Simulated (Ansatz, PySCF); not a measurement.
Potential energy curve for H2Be, SMILES [BeH2]. The Be1–H3 bond (Be1 also carries H; H3 carries nothing else) is varied alone, starting from the PBE0/def2-TZVP optimised geometry.

Levels of theory: UKS-B3LYP = unrestricted B3LYP/cc-pVTZ (PySCF); UCCSD = CCSD on UHF/cc-pVTZ, frozen core (Ansatz, an electronic-structure program); RCCSDT(Q) = Ansatz with CCSDT(Q) on RHF/cc-pVTZ, frozen core.

Total energies in hartree (comparable only within one method and basis):

```json
[
 {"R / Å": "0.99", "UKS-B3LYP": "-15.87001", "UCCSD": "-15.79124", "RCCSDT(Q)": "-15.79199"},
 {"R / Å": "1.08", "UKS-B3LYP": "-15.89911", "UCCSD": "-15.82122", "RCCSDT(Q)": "-15.82197"},
 {"R / Å": "1.11", "UKS-B3LYP": "-15.90572", "UCCSD": "-15.82807", "RCCSDT(Q)": "-15.82882"},
 {"R / Å": "1.20", "UKS-B3LYP": "-15.91860", "UCCSD": "-15.84156", "RCCSDT(Q)": "-15.84231"},
 {"R / Å": "1.26", "UKS-B3LYP": "-15.92265", "UCCSD": "-15.84594", "RCCSDT(Q)": "-15.84670"},
 {"R / Å": "1.32", "UKS-B3LYP": "-15.92399", "UCCSD": "-15.84757", "RCCSDT(Q)": "-15.84834"},
 {"R / Å": "1.34", "UKS-B3LYP": "-15.92394", "UCCSD": "-15.84761", "RCCSDT(Q)": "-15.84839"},
 {"R / Å": "1.38", "UKS-B3LYP": "-15.92322", "UCCSD": "-15.84705", "RCCSDT(Q)": "-15.84784"},
 {"R / Å": "1.43", "UKS-B3LYP": "-15.92132", "UCCSD": "-15.84533", "RCCSDT(Q)": "-15.84613"},
 {"R / Å": "1.47", "UKS-B3LYP": "-15.91912", "UCCSD": "-15.84327", "RCCSDT(Q)": "-15.84409"},
 {"R / Å": "1.57", "UKS-B3LYP": "-15.91168", "UCCSD": "-15.83612", "RCCSDT(Q)": "-15.83698"},
 {"R / Å": "1.64", "UKS-B3LYP": "-15.90527", "UCCSD": "-15.82989", "RCCSDT(Q)": "-15.83078"},
 {"R / Å": "1.80", "UKS-B3LYP": "-15.88854", "UCCSD": "-15.81355", "RCCSDT(Q)": "-15.81454"},
 {"R / Å": "2.00", "UKS-B3LYP": "-15.86617", "UCCSD": "-15.79175", "RCCSDT(Q)": "-15.79292"},
 {"R / Å": "2.21", "UKS-B3LYP": "-15.84327", "UCCSD": "-15.76972", "RCCSDT(Q)": "-15.77122"},
 {"R / Å": "2.39", "UKS-B3LYP": "-15.82507", "UCCSD": "-15.75265", "RCCSDT(Q)": "-15.75460"},
 {"R / Å": "2.64", "UKS-B3LYP": "-15.80352", "UCCSD": "-15.73272", "RCCSDT(Q)": "-15.73536"},
 {"R / Å": "2.99", "UKS-B3LYP": "-15.78582", "UCCSD": "-15.71289", "RCCSDT(Q)": "-15.71637"},
 {"R / Å": "3.23", "UKS-B3LYP": "-15.77913", "UCCSD": "-15.70448", "RCCSDT(Q)": "—"},
 {"R / Å": "3.66", "UKS-B3LYP": "-15.77284", "UCCSD": "-15.69748", "RCCSDT(Q)": "—"},
 {"R / Å": "4.07", "UKS-B3LYP": "-15.77034", "UCCSD": "-15.69571", "RCCSDT(Q)": "—"},
 {"R / Å": "4.71", "UKS-B3LYP": "-15.76905", "UCCSD": "-15.69516", "RCCSDT(Q)": "—"}
]
```

Dashes: no converged value, or the column stops at the first point that the program doubted or that broke a chosen test of continuity, which isn't proof of a fault.

The unrestricted determinant behind UKS-B3LYP is spin-contaminated at 2.64 to 4.71 Å (<S²> up to 1.0, against 0.00 for a pure singlet). The unrestricted determinant behind UCCSD is spin-contaminated at 2.21 to 4.71 Å (<S²> up to 1.0, against 0.00 for a pure singlet). The T1 diagnostic of CCSD on the restricted reference of RCCSDT(Q) exceeds 0.045 at 2.99 to 4.71 Å.
